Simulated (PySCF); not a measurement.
## Property card for `Cl[SiH2]N1CCCC1`

C₄H₁₀ClNSi.
SMILES with atom numbers: `[Cl:1][SiH2:2][N:3]1[CH2:4][CH2:5][CH2:6][CH2:7]1` (hydrogens: H8, H9 on Si2; H10, H11 on C4; H12, H13 on C5; H14, H15 on C6; H16, H17 on C7)

From GFN2-xTB geometry:

```yaml
Point_group_of_the_GFN2-xTB_geometry: C1
Rotational_constants_A_B_C_of_the_GFN2-xTB_geometry: 4.216, 1.013, 0.851 GHz
```

**CAM-B3LYP/def2-SVPD ground state and vertical TDDFT (core frozen in the response) (PySCF)**

```yaml
Dipole_moment: 2.32 D
HOMO_energy: -7.69 eV
LUMO_energy: 1.16 eV
HOMO–LUMO_gap: 8.85 eV
Lowest_singlet_excitation: 5.66 eV (219 nm, f = 0.004)
Strongest_line_among_the_8_lowest_singlet_transitions: S8 at 7.84 eV (158 nm, f = 0.059)
Lowest_triplet_excitation_Tamm–Dancoff: 5.53 eV
Static_isotropic_polarisability: 89.7 au
Electronic_spatial_extent_⟨r²⟩_about_the_centre_of_nuclear_charge: 1343 bohr²
```

Monoisotopic mass from the formula: 135.0271 u.

S1 lies 3.19 eV below the HOMO–LUMO gap; its leading configuration is HOMO→LUMO+1, weight 0.90. The largest Löwdin shares of the HOMO are 0.52 on N3, 0.09 on C4, 0.09 on C7 and 0.07 on Si2. No computed singlet falls in the visible range (750 to 380 nm, 1.65 to 3.26 eV); S1 lies 2.40 eV above its blue end. The vertical singlet–triplet gap S1 − T1 is 0.13 eV (TDDFT singlet less Tamm–Dancoff triplet; S1: HOMO→LUMO+1, weight 0.90; T1: HOMO→LUMO+1, weight 0.87). A dipole of 2.32 D is allowed in C1, and pure rotational transitions are dipole-allowed. The polarisability is 13.30 Å³ as a volume (1 au = 0.148185 Å³), or 1.25 au for each of the 72 electrons. The 8 singlets span 5.66 to 7.84 eV, and their oscillator strengths add up to 0.13.

One conformer (not necessarily the lowest) at the GFN2-xTB geometry, without solvent, vibrations or thermal averaging.

For the TDDFT job (CAM-B3LYP/def2-SVPD), hardware: one thread, Intel Xeon at 2.70 GHz (x86_64), no GPU, shared host with 64 logical CPUs at a one-minute load of 63. Cost: 94 s (grids of density and orbitals included), 1.0 GiB resident at most.
